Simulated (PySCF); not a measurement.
SMILES CCCC[SiH](F)F (GFN2-xTB optimised geometry):

```
17

Si    -0.127     1.935     0.000
F     -0.448     1.340    -1.451
F      1.475     1.935     0.000
C     -0.820     0.805     1.350
C     -0.877    -0.683     0.979
C      0.507    -1.284     0.754
C      0.428    -2.771     0.431
H     -0.549     3.316     0.000
H     -0.224     0.917     2.259
H     -1.829     1.133     1.608
H     -1.377    -1.229     1.784
H     -1.475    -0.809     0.074
H      1.115    -1.138     1.650
H      1.000    -0.763    -0.069
H     -0.155    -2.934    -0.473
H     -0.045    -3.316     1.245
H      1.423    -3.182     0.276
```

Level of theory: PySCF with PBE0/def2-SVP.

Question: What are the frontier orbital energies and the dipole moment?

Answer: HOMO-2 -9.45 eV, HOMO-1 -9.32 eV, HOMO -8.74 eV, LUMO 1.08 eV, LUMO+1 1.73 eV; dipole moment 2.34 D.

On the same geometry PBE/def2-SVP in PySCF gives HOMO-2 -7.98 eV, HOMO-1 -7.88 eV, HOMO -7.28 eV, LUMO 0.18 eV, LUMO+1 0.82 eV; dipole moment 2.15 D.

Meta-Löwdin charges at PBE0/def2-SVP: Si1 1.25, F2 -0.47, F3 -0.47, C4 -0.44, C5 -0.16, C6 -0.16, C7 -0.30, H8 -0.13, H9 0.12, H10 0.12, H11 0.09, H12 0.09, H13 0.09, H14 0.09, H15 0.10, H16 0.09, H17 0.10.
